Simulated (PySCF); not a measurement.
Ga⁺ (gallium, charge +1) across methods

[Ar] 3d10 4s2, closed-shell 1S. All numbers are calculated (PySCF 2.14, no relativity, point nucleus, in def2-QZVPPD).

```tsv
method	E (hartree)	mean ε 3p (eV)	mean ε 3d (eV)	mean ε 4s (eV)	Σ⟨r²⟩ (bohr²)	⟨S²⟩
PBE0	-1924.374	-112.35	-31.427	-16.917	24.78	0.000
B97-3	-1924.468	-112.71	-31.662	-16.831	24.84	0.000
LDA	-1921.611	-105.94	-28.396	-16.349	24.64	0.000
r2SCAN	-1924.608	-109.07	-28.642	-16.311	24.68	0.000
PBE	-1924.341	-106.05	-28.055	-16.034	24.78	0.000
UHF	-1923.05892	-130.16	-40.682	-18.724	25.23	0.000
HSE06	-1924.372	-111.94	-30.978	-16.620	24.73	0.000
B3LYP	-1924.685	-111.06	-30.841	-16.929	24.78	0.000
```

(1) Estimate the same row for TPSS.

Answers

(1) E (hartree) = -1924.617; mean ε 3p (eV) = -106.82; mean ε 3d (eV) = -28.049; mean ε 4s (eV) = -15.994; Σ⟨r²⟩ (bohr²) = 24.75; ⟨S²⟩ = 0.000.
